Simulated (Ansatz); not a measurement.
```xyz
3

C    -0.0028   -0.0096   -0.1058
H     0.0062    1.0115    0.3156
H    -0.0024   -1.0055    0.3082
```

Basis set: STO-3G (spherical functions). Correlated methods keep 1 orbital frozen. Charge 0, multiplicity 3.

Computed with Ansatz (development build ahead of 0.2.0); each method stands on the lowest determinant of its kind that the runs found.

The atomization energy at this shape (free ground-state atoms in the same class of orbitals less the molecule, no zero-point energy) of triplet CH2:

```json
{"method": "UHF-MP2", "atomization energy": "830.7 kJ/mol"}
```

Problem. What does UHF give?

Solution. 793.8 kJ/mol.

This basis has no polarisation functions and is too small for such energies, which can lie far from measured ones in either direction.
